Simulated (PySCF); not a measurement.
Species: C4H9Br.
Geometry (PBE0-D3(BJ)/def2-SVP, Å), atoms numbered from 1 in this order:
```
atom  x, y, z in Å
C1    -1.9673   -0.1211   -0.2903
C2    -0.6680    0.2735    0.3939
C3     0.5682   -0.2178   -0.3533
C4     1.8466    0.1328    0.3739
Br5    3.4288   -0.4634   -0.5904
H6    -2.0737   -1.2157   -0.3445
H7    -2.0082    0.2648   -1.3214
H8    -2.8423    0.2729    0.2480
H9    -0.6554   -0.1249    1.4239
H10   -0.6196    1.3720    0.4958
H11    0.5149   -1.3109   -0.4909
H12    0.5931    0.2193   -1.3656
H13    1.9626    1.2171    0.5015
H14    1.9011   -0.3424    1.3627
```

Method: core-valence-separated Tamm–Dancoff BHandHLYP/aug-pcX-1 (pcseg-1 on H, def2-SVPD on Br) in PySCF, non-relativistic, gas phase, PBE0-D3(BJ)/def2-SVP geometry. BHandHLYP without relativity tends to put these K edges a few eV too low, so spacings mean more than positions.

**Question.** Give energies, oscillator strengths and core holes at the C K edge.

**Answer.** 
| E (eV) | f | core hole on | main final orbital |
| --- | --- | --- | --- |
| 284.18 | 0.0670 | C4 | LUMO (34 %) |
| 285.39 | 0.0091 | C1 | LUMO+1 (77 %) |
| 285.66 | 0.0080 | C3 | LUMO (36 %) |
| 285.67 | 0.0218 | C2 | LUMO (38 %) |
| 286.05 | 0.0276 | C1 | LUMO+2 (41 %) |
| 286.10 | 0.0198 | C1 | LUMO+3 (58 %) |
| 286.15 | 0.0328 | C2 | LUMO+3 (68 %) |
| 286.37 | 0.0269 | C3 | LUMO+3 (60 %) |
| 286.40 | 0.0051 | C1 | LUMO (67 %) |
| 286.45 | 0.0064 | C3 | LUMO (34 %) |
| 286.55 | 0.0019 | C2 | LUMO (47 %) |
| 286.90 | 0.0039 | C2 | LUMO+2 (54 %) |
| 286.91 | 0.0008 | C3 | LUMO+2 (51 %) |
| 286.97 | 0.0051 | C3 | LUMO+1 (60 %) |
| 287.06 | 0.0178 | C4 | LUMO (38 %) |
| 287.18 | 0.0082 | C2 | spread |
| 287.24 | 0.0030 | C1 | LUMO+5 (42 %) |
| 287.51 | 0.0059 | C1 | spread |
| 287.59 | 0.0102 | C1 | LUMO+3 (31 %) |

The first line with a tenth or more of the strongest one's intensity is at 284.18 eV (f = 0.067), with the hole on C4 (sp3 C–Br carbon). It is also the strongest listed.

Roots within 0.03 eV whose holes lie on the same, on equivalent or on shared atoms are summed into one line, and the highest roots are left out, as the search may have cut off their partners. Final orbitals are the ground state's empty Kohn–Sham orbitals.

**Question.** What are the wavelength and the wavenumber of the 284.18 eV line?

**Answer.** λ = 12398.42 eV Å/284.18 eV = 43.629 Å; 2.2921 × 10⁶ cm⁻¹.

The list ends where the root search ended, not at a threshold. Relativistic effects, spin–orbit coupling among them, are left out although an element past zinc is present.

The run took 9.9 s wall on an AMD EPYC 9R45 with one thread, no GPU, shared host, and the process peaked at 0.82 GiB of memory.

One conformer stands for the species.
